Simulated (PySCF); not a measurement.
## Electron correlation in Ni (nickel, neutral)

[Ar] 3d8 4s2, high-spin 3F determinant. All numbers are calculated (PySCF 2.14, the non-relativistic Hamiltonian (point nucleus), in def2-TZVPPD (6s6p4d2f1g, 67 functions)). Frozen: [Ne]; 18 electrons correlated.

```json
{"level": "CCSD", "correlation energy (mhartree)": "-623.02"}
{"level": "(T)", "correlation energy (mhartree)": "-15.50"}
{"level": "CCSD(T)", "correlation energy (mhartree)": "-638.52"}
```

Diagnostics: T1 = 0.017, D1 = 0.0586, largest double amplitude 0.070.

Cost of the coupled-cluster step: roughly 17 core-seconds, for 18 correlated electrons.

This basis was not built for core-valence correlation, so the inner-shell part is incomplete.
